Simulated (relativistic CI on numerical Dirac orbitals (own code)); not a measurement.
**Energy levels of Os64+**

Computed by Dirac-Coulomb-Breit CI, orbitals from a KLI potential per configuration, QED by a radiative potential, unscaled Slater integrals (own radial code, finite nucleus).

CI space (outside the closed core [Ne]): 3s2, 3s 3p, 3p2, 3s 3d, 3d2, 3p 3d, 3p 4s, 3d 4s, 3s 4s, 3s 4p, 3s 4d, 3s 4f, 3s 5s, 3s 5p, 3s 5d, 4s2, 3s 5f, 3s 5g, 3s 6s, 3s 6p, 3s 6d. Levels of other configurations are missing.

| No. | Configuration | Term | J | E (10³ cm⁻¹) | % | Next component (%) | Landé g |
| --- | --- | --- | --- | --- | --- | --- | --- |
| 1 | 3s2 | 1S | 0 | 0.0 | 99 | 1 3p2 1S |  |
| 2 | 3s 3p | 3P° | 0 | 1173.6 | 100 |  |  |
| 3 | 3s 3p | 3P° | 1 | 1307.2 | 72 | 28 1P° | 1.341 |
| 4 | 3p2 | 3P | 0 | 2807.2 | 69 | 31 1S |  |
| 5 | 3s 3p | 3P° | 2 | 4553.0 | 100 |  | 1.485 |
| 6 | 3s 3p | 1P° | 1 | 4868.2 | 72 | 28 3P° | 1.126 |
| 7 | 3p2 | 1D | 2 | 6046.0 | 55 | 27 3P | 1.130 |
| 8 | 3p2 | 3P | 1 | 6065.9 | 100 |  | 1.487 |
| 9 | 3s 3d | 3D | 1 | 6340.8 | 100 |  | 0.486 |
| 10 | 3s 3d | 3D | 2 | 6455.9 | 68 | 18 1D | 1.127 |
| 11 | 3s 3d | 3D | 3 | 7100.8 | 100 |  | 1.319 |
| 12 | 3s 3d | 1D | 2 | 7247.7 | 69 | 27 3D | 1.045 |
| 13 | 3p 3d | 3F° | 2 | 7605.3 | 75 | 20 1D° | 0.747 |
| 14 | 3p 3d | 3D° | 1 | 7902.4 | 53 | 30 1P° | 0.810 |
| 15 | 3p 3d | 3P° | 2 | 8525.9 | 47 | 35 3D° | 1.270 |
| 16 | 3p 3d | 3F° | 3 | 8552.3 | 51 | 27 1F° | 1.100 |
| 17 | 3p2 | 3P | 2 | 9506.1 | 64 | 35 1D | 1.306 |
| 18 | 3p2 | 1S | 0 | 9668.3 | 68 | 31 3P |  |
| 19 | 3p 3d | 3D° | 2 | 11097.2 | 51 | 25 1D° | 1.032 |
| 20 | 3p 3d | 3P° | 0 | 11182.3 | 100 |  |  |
| 21 | 3p 3d | 3F° | 3 | 11183.4 | 48 | 35 1F° | 1.081 |
| 22 | 3p 3d | 3P° | 1 | 11186.9 | 59 | 36 3D° | 1.097 |
| 23 | 3p 3d | 3F° | 4 | 11758.1 | 100 |  | 1.236 |
| 24 | 3p 3d | 3P° | 2 | 11858.3 | 46 | 40 1D° | 1.227 |
| 25 | 3p 3d | 3D° | 3 | 12015.8 | 62 | 38 1F° | 1.192 |
| 26 | 3p 3d | 1P° | 1 | 12125.4 | 65 | 24 3P° | 1.052 |
| 27 | 3d2 | 3F | 2 | 12796.9 | 73 | 23 1D | 0.758 |
| 28 | 3d2 | 3P | 0 | 13023.4 | 70 | 30 1S |  |
| 29 | 3d2 | 3F | 3 | 13519.9 | 100 |  | 1.069 |
| 30 | 3d2 | 3P | 2 | 13622.4 | 50 | 29 1D | 1.165 |
| 31 | 3d2 | 1G | 4 | 13644.3 | 71 | 29 3F | 1.058 |
| 32 | 3d2 | 3P | 1 | 13668.1 | 100 |  | 1.488 |
| 33 | 3d2 | 3F | 4 | 14320.3 | 71 | 29 1G | 1.164 |
| 34 | 3d2 | 1D | 2 | 14408.4 | 47 | 47 3P | 1.202 |
| 35 | 3d2 | 1S | 0 | 14651.6 | 69 | 30 3P |  |
| 36 | 3s 4s | 3S | 1 | 27579.0 | 100 |  | 1.987 |
| 37 | 3s 4s | 1S | 0 | 27708.3 | 100 |  |  |
| 38 | 3s 4p | 3P° | 0 | 28192.9 | 99 | 1 3p 4s 3P° |  |
| 39 | 3s 4p | 3P° | 1 | 28205.3 | 67 | 32 1P° | 1.322 |
| 40 | 3p 4s | 3P° | 1 | 28968.1 | 65 | 32 1P° | 1.317 |
| 41 | 3p 4s | 3P° | 0 | 28976.8 | 99 | 1 3s 4p 3P° |  |
| 42 | 3s 4p | 3P° | 2 | 29567.8 | 100 |  | 1.490 |
| 43 | 3s 4p | 1P° | 1 | 29618.1 | 66 | 31 3P° | 1.164 |
| 44 | 3s 4d | 3D | 1 | 30213.2 | 100 |  | 0.494 |
| 45 | 3s 4d | 3D | 2 | 30221.8 | 64 | 36 1D | 1.095 |
| 46 | 3s 4d | 3D | 3 | 30538.9 | 100 |  | 1.324 |
| 47 | 3s 4d | 1D | 2 | 30556.0 | 64 | 36 3D | 1.055 |
| 48 | 3s 4f | 3F° | 2 | 30913.6 | 100 |  | 0.661 |
| 49 | 3s 4f | 3F° | 3 | 30936.5 | 79 | 21 1F° | 1.057 |
| 50 | 3s 4f | 3F° | 4 | 31053.1 | 100 |  | 1.242 |
| 51 | 3s 4f | 1F° | 3 | 31111.7 | 79 | 21 3F° | 1.012 |
| 52 | 3p 4s | 3P° | 2 | 32384.7 | 100 |  | 1.487 |
| 53 | 3p 4s | 1P° | 1 | 32426.1 | 67 | 32 3P° | 1.146 |
| 54 | 3d 4s | 3D | 1 | 33975.6 | 100 |  | 0.483 |
| 55 | 3d 4s | 3D | 2 | 33986.7 | 62 | 38 1D | 1.090 |
| 56 | 3d 4s | 3D | 3 | 34745.6 | 100 |  | 1.321 |
| 57 | 3d 4s | 1D | 2 | 34765.7 | 62 | 38 3D | 1.049 |
| 58 | 3s 5s | 3S | 1 | 39834.6 | 100 |  | 1.989 |
| 59 | 3s 5s | 1S | 0 | 39880.6 | 100 |  |  |
| 60 | 3s 5p | 3P° | 0 | 40138.3 | 100 |  |  |
| 61 | 3s 5p | 3P° | 1 | 40142.8 | 68 | 32 1P° | 1.325 |
| 62 | 3s 5p | 3P° | 2 | 40826.0 | 100 |  | 1.492 |
| 63 | 3s 5p | 1P° | 1 | 40838.0 | 68 | 32 3P° | 1.161 |
| 64 | 3s 5d | 3D | 1 | 41140.2 | 100 |  | 0.498 |
| 65 | 3s 5d | 3D | 2 | 41144.7 | 64 | 36 1D | 1.098 |
| 66 | 3s 5d | 3D | 3 | 41307.2 | 100 |  | 1.327 |
| 67 | 3s 5d | 1D | 2 | 41316.2 | 64 | 36 3D | 1.058 |
| 68 | 3s 5f | 3F° | 2 | 41492.9 | 100 |  | 0.664 |
| 69 | 3s 5f | 3F° | 3 | 41500.8 | 72 | 28 1F° | 1.053 |
| 70 | 3s 5f | 3F° | 4 | 41564.8 | 100 |  | 1.244 |

Energies count from the lowest computed level; ° marks odd parity.

The mean weight of the leading LS term, summed over parents, in these 70 levels is 79 %, and that of the leading jj configuration (from the same eigenvectors) 99 %, so jj coupling describes them better and the LS labels are nominal.

At this charge energies of transitions that change n are usually good to better than 1 %, and those within a shell (Δn = 0) to a few per cent.

LS names give the leading component of a level, which can be under half, so a name can repeat, a term be missing and a line seem to break the LS rules.
